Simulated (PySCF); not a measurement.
# A search over the determinants of SrH

Unrestricted PBE0; Sr def2-SVPD with ECP28, H def2-SVPD; scalar-relativistic core potentials (PySCF 2.14). Outer shells of the fragments: Sr 5s2; H 1s1.

Followed along the bond (rough minima from three points):

```json
{"2Ms+1": "2", "unpaired": "σ ↑", "⟨S²⟩ at the start": "0.75", "R at minimum (Å)": "2.15", "Te (eV)": "0.00"}
{"2Ms+1": "2", "unpaired": "π ↑", "⟨S²⟩ at the start": "0.75", "R at minimum (Å)": "2.13", "Te (eV)": "1.45"}
{"2Ms+1": "4", "unpaired": "σ ↑↑, π ↑", "⟨S²⟩ at the start": "3.75", "R at minimum (Å)": "none in the scan", "Te (eV)": "≤ 3.60"}
```

Solutions found at the starting distance of 2.030 Å, counted from the lowest of them; the search is not exhaustive and high or unbound solutions are not listed, so other states can lie among these:

```tsv
2Ms+1	unpaired	term	E (eV)	⟨S²⟩	⟨Lz²⟩	μ (D)
2	σ ↑	²Σ⁺	0.00	0.75	0.00	-2.73
2	π ↑	²Π	1.44	0.75	1.00	-1.19
2	δ ↑	²Δ	1.81	0.75	4.00	-5.78
4	σ ↑↑, π ↑	⁴Π	3.93	3.75	1.00	-1.81
4	σ ↑↑↑	⁴Σ⁺	4.32	3.75	0.00	4.67
4	σ ↑↑, δ ↑	⁴Δ	4.38	3.75	4.00	1.86
```

A term symbol is given only where ⟨S²⟩ and ⟨Lz²⟩ are close to those of a pure state; real π, δ and φ orbitals otherwise mix terms. A positive dipole means Sr(−)H(+).

Spin–orbit coupling is left out. Counting both spins, an empty level lies below a filled one in some of these solutions, because spin and occupation are held.
